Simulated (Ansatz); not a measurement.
A nudged elastic band was laid between two geometries of CH$_{3}$OSSi (7 atoms, charge -1, multiplicity 1).

Theory: RKS PBE0-D4/def2-SVP in Ansatz.

```
movable images  : 9
climbing image  : yes
spring          : 5.0 eV/Å²
optimiser       : quadratic models (default)
start path      : IDPP
force threshold : 0.05 eV/Å
iteration limit : 51
end points      : relaxed
```

Image 0:

```xyz
7
Properties=species:S:1:pos:R:3
O -1.410 0.338 -0.562
C -0.218 -0.286 -0.709
Si 1.209 0.425 0.376
S -0.091 -1.423 -1.909
H -1.293 0.882 0.235
H 0.209 0.934 1.471
H 1.594 -0.869 1.098
```

Image 10:

```xyz
7
Properties=species:S:1:pos:R:3
O -1.223 0.714 -0.544
C -0.175 -0.130 -0.449
Si 1.255 0.452 0.665
S -0.186 -1.438 -1.497
H -1.761 0.329 -1.263
H 0.420 0.973 1.844
H 1.670 -0.899 1.243
```

Task: Which bonds break or form, and what moves?

Result: No bond is made or broken. The dihedral H5–O1–C2–Si3 goes from -13 to 170°.

Task: What energy profile does the band end with?

Result: It converged. The highest image is number 5 of 0 to 10, 12.5 kcal/mol above the first end and 14.6 kcal/mol above the last; the last end lies 2.1 kcal/mol below the first. A vibrational analysis at the climbing image gives one clearly imaginary mode, 625i cm⁻¹: a first-order saddle point. Limits of this set-up: an anion without diffuse functions, the dipole of an ion depends on the origin.

```
image  path coordinate (Å)  energy (kcal/mol)  dihedral H5–O1–C2–Si3 (°)
    0                 0.00                0.0                        -13
    1                 0.25                0.4                        -17
    2                 0.51                2.5                        -34
    3                 0.76                6.6                        -55
    4                 1.01               10.8                        -78
    5                 1.27               12.5                        -99
    6                 1.50               11.0                       -119
    7                 1.74                7.0                       -139
    8                 1.98                2.2                       -159
    9                 2.21               -1.2                       -177
   10                 2.45               -2.1                        170
```

Task: What is the geometry of the highest image?

Result: 
```xyz
7
Properties=species:S:1:pos:R:3
O -1.251 0.699 -0.728
C -0.213 -0.232 -0.598
Si 1.287 0.426 0.324
S -0.345 -1.644 -1.465
H -1.888 0.485 -0.040
H 0.583 1.098 1.511
H 1.826 -0.832 0.997
```

Task: What are the harmonic wavenumbers there?

Result: 625i, 221, 271, 357, 426, 569, 601, 690, 928, 1045, 1096, 1169, 2001, 2050, 3889 cm⁻¹.

The run took 3.3 min on 1 thread of Arm Neoverse V1, on a shared host, peak memory 0.16 GiB.
